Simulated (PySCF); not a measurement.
Saddle point of BH2BrO, closed shell (BH₂BrO ([OH][BH][Br]) → BHO ([BH][O]) + HBr; bonds formed: Br2–H4; bonds broken: B1–Br2, O3–H4), PBE0-D4/def2-TZVP structure:

```xyz
5
angstrom
B -0.6057 0.3351 -0.2234
Br 1.5634 -0.9084 -0.3309
O -0.5504 0.3630 1.0194
H 0.6019 -0.3029 0.8495
H -1.0092 0.5131 -1.3147
```

Energies are electronic, without zero-point energy. Barriers and step energies count from the start structure reached by relaxing down the imaginary mode; all methods use the PBE0-D4 structures, on which another method's saddle can fall below an end. PySCF 2.14 with density fitting (its default auxiliary sets; JK sets also for MP2 and CCSD(T)); basis: def2-TZVPP, with def2-QZVPP for the basis limit; cores frozen in the correlated methods. Filled d shells of the heavier atoms are correlated. The def2 sets are not built for correlating such inner shells, so the correlated values are less sure here. B3LYP uses VWN-RPA correlation. Extrapolation: Hartree–Fock as exp(−7.88 √X), correlation as X^−2.97.

```json
{"method": "SPW92", "barrier (kcal/mol)": "41.47", "step energy (kcal/mol)": "34.72"}
{"method": "PBE-D4", "barrier (kcal/mol)": "?", "step energy (kcal/mol)": "28.97"}
{"method": "r2SCAN-D4", "barrier (kcal/mol)": "45.27", "step energy (kcal/mol)": "30.87"}
{"method": "PBE0-D4", "barrier (kcal/mol)": "?", "step energy (kcal/mol)": "32.15"}
{"method": "B3LYP-D4", "barrier (kcal/mol)": "45.72", "step energy (kcal/mol)": "26.67"}
{"method": "BHLYP-D4", "barrier (kcal/mol)": "51.70", "step energy (kcal/mol)": "30.17"}
{"method": "wB97M-V", "barrier (kcal/mol)": "?", "step energy (kcal/mol)": "28.82"}
{"method": "HF", "barrier (kcal/mol)": "58.72", "step energy (kcal/mol)": "29.31"}
{"method": "MP2", "barrier (kcal/mol)": "47.62", "step energy (kcal/mol)": "27.38"}
{"method": "CCSD", "barrier (kcal/mol)": "51.57", "step energy (kcal/mol)": "28.28"}
{"method": "CCSD(T)", "barrier (kcal/mol)": "49.08", "step energy (kcal/mol)": "27.63"}
```

Task: Fill in the withheld barriers. (An estimate is asked for; the value comes from the calculation.)

Result: Computed: wB97M-V 47.85; PBE-D4 42.04; PBE0-D4 47.42 kcal/mol. Each is the energy of the saddle less that of the start structure, by the same method.

For comparison, the barrier by CCSD(T) at an estimated basis limit (MP2 extrapolated from triple and quadruple zeta, plus CCSD(T) − MP2 in triple zeta) is 48.36 kcal/mol.

The T1 diagnostic stays at or below 0.015.

Labels in which every atom is bracketed show which atoms are joined, not bond orders.

For scale, one of the runs: CCSD(T)/def2-TZVPP, 138 basis functions, launched by `OMP_NUM_THREADS=4 python run.py`. Hardware: 4 CPU threads of an AMD EPYC 7B13, shared host. Wall time 64 s; peak host memory 1 GiB.
